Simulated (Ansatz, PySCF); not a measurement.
This singlet lies 2.60 eV below the relaxed triplet at the level frozen-core CCSD(T)/cc-pVTZ // PBE0-D3(BJ)/def2-TZVP (Ansatz, an electronic-structure program).

```xyz
6

N      0.9222     0.1058     0.1619
Si    -0.1833    -1.1938     0.3484
O     -1.6525    -0.4393     0.2299
H      1.9156    -0.0660     0.1927
H      0.7191     1.0847     0.0159
H     -1.7211     0.5086     0.0894
```

Charge 0, multiplicity 1.

**Question.** Give the Mulliken and meta-Löwdin atomic charges from PBE-D3(BJ)/def2-TZVP // PBE0-D3(BJ)/def2-TZVP run with PySCF.

**Answer.** 
| atom | Mulliken (e) | meta-Löwdin (e) |
|---|---|---|
| N1 | -0.52 | -0.67 |
| Si2 | 0.27 | 0.57 |
| O3 | -0.45 | -0.69 |
| H4 | 0.23 | 0.24 |
| H5 | 0.20 | 0.22 |
| H6 | 0.28 | 0.32 |
